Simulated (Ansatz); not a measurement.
`O[SiH2]P[SiH3]` → `OP[SiH3]` + `[SiH2]`  (silylene formation by 1,1-elimination)

Computed with Ansatz on PBE0-D4/def2-TZVP structures; ΔE is electronic, products minus reactants. CBS: MP2 limit from def2 TZ/QZ plus the TZ coupled-cluster correction, frozen cores. This one scheme is used for every species. DFT in def2-TZVPP. B3LYP here is the variant with VWN-RPA as its local correlation; programs differ in this. Each species was taken in one conformer, which may not be the lowest.

| level | ΔE (kJ/mol) | difference from CCSD(T)/CBS |
| --- | --- | --- |
| PBE-D4 | 384.8 | 0.1 |
| r2SCAN-D4 | 407.0 | 22.3 |
| PBE0-D4 | 396.7 | 12.0 |
| B3LYP-D4 | 373.4 | -11.3 |
| ωB97X-V | 388.0 | 3.3 |
| PBE0 | 387.1 | 2.4 |
| B3LYP | 355.9 | -28.8 |
| HF/def2-TZVPP | 354.0 | -30.7 |
| MP2/def2-TZVPP | 404.5 | 19.8 |
| CCSD/def2-TZVPP | 370.7 | -14.0 |
| CCSD(T)/def2-TZVPP | 377.1 | -7.6 |
| MP2/def2-QZVPP | 408.8 | 24.1 |
| SCS-MP2/def2-QZVPP | 389.2 | 4.5 |
| HF/CBS(def2) | 353.8 | -30.9 |
| MP2/CBS(def2) | 412.1 | 27.4 |
| CCSD/CBS(def2) | 378.3 | -6.4 |
| CCSD(T)/CBS | 384.7 | 0 |

Largest T1 diagnostic among the species: 0.014.

From PBE to PBE0 (25 % exact exchange), in def2-TZVPP and without D4, ΔE moves by +13.2 kJ/mol. In def2-TZVPP, CCSD(T) changes the Hartree–Fock value by +23.0 kJ/mol (the triples alone add +6.4 kJ/mol) and MP2 by +50.4 kJ/mol. The D4 term adds +17.6 kJ/mol with B3LYP and +9.6 kJ/mol with PBE0; it sums over pairs of atoms, weighted by their polarisabilities, and B3LYP, whose exchange is more repulsive, gets the larger term.
